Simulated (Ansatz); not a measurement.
SnMe2(pyrrolidide)2 (C₁₀H₂₂N₂Sn) was relaxed with r2SCAN-D4 (def2-SVP) in Ansatz in these states: charge +1 doublet, neutral singlet. The geometries follow in no particular order.

In the def2 sets Sn takes a core potential; there is no spin–orbit coupling.

A:

```xyz
35

Sn    0.556   -0.872    0.760
C     0.382   -2.991    0.460
H     1.351   -3.489    0.606
H     0.032   -3.183   -0.564
H    -0.344   -3.406    1.174
C     1.762   -0.230    2.431
H     1.234   -0.452    3.371
H     1.946    0.853    2.370
H     2.727   -0.756    2.429
N    -1.317   -0.125    1.106
C    -2.417   -0.365    0.187
C    -3.652    0.146    0.961
C    -3.075    1.172    1.969
C    -1.563    1.193    1.663
H    -2.488   -1.433   -0.083
H    -2.312    0.206   -0.765
H    -4.140   -0.685    1.493
H    -4.401    0.589    0.285
H    -3.528    2.172    1.869
H    -3.245    0.835    3.003
H    -1.349    2.017    0.940
H    -0.943    1.378    2.558
N     1.192   -0.110   -1.049
C     1.202    1.324   -1.286
C     1.613    1.444   -2.771
C     2.373    0.126   -3.065
C     2.385   -0.611   -1.711
H     1.948    1.865   -0.655
H     0.214    1.769   -1.075
H     2.230    2.339   -2.950
H     0.721    1.527   -3.410
H     1.830   -0.473   -3.813
H     3.391    0.295   -3.451
H     2.356   -1.710   -1.818
H     3.327   -0.358   -1.166
```

B:

```
atom   x (Å)   y (Å)   z (Å)
 Sn1  -0.272   0.250  -1.773
  C2  -1.621   1.797  -2.333
  H3  -1.080   2.573  -2.895
  H4  -2.065   2.241  -1.430
  H5  -2.417   1.380  -2.966
  C6   0.821  -1.061  -3.045
  H7   0.121  -1.649  -3.656
  H8   1.432  -1.739  -2.433
  H9   1.474  -0.476  -3.709
 N10  -1.183  -0.919  -0.296
 C11  -2.160  -0.402   0.660
 C12  -1.995  -1.271   1.909
 C13  -1.541  -2.608   1.320
 C14  -0.606  -2.164   0.192
 H15  -3.179  -0.502   0.229
 H16  -2.017   0.679   0.851
 H17  -2.917  -1.340   2.503
 H18  -1.206  -0.851   2.558
 H19  -1.045  -3.266   2.047
 H20  -2.401  -3.156   0.899
 H21   0.422  -1.991   0.592
 H22  -0.501  -2.900  -0.625
 N23   1.074   1.029  -0.374
 C24   2.247   0.296   0.084
 C25   2.856   1.180   1.176
 C26   1.616   1.822   1.800
 C27   0.735   2.087   0.577
 H28   2.930   0.077  -0.756
 H29   1.950  -0.692   0.511
 H30   3.499   1.949   0.717
 H31   3.467   0.609   1.889
 H32   1.115   1.108   2.477
 H33   1.832   2.734   2.374
 H34  -0.348   2.103   0.805
 H35   0.964   3.072   0.120
```

Task: Judge from the bond lengths which geometry belongs to which state (an estimate).

Result: A is the neutral singlet (Sn1–N10 2.045 Å, Sn1–C6 2.159 Å, Sn1–N23 2.063 Å); B is the charge +1 doublet (Sn1–N10 2.092 Å, Sn1–C6 2.128 Å, Sn1–N23 2.092 Å).
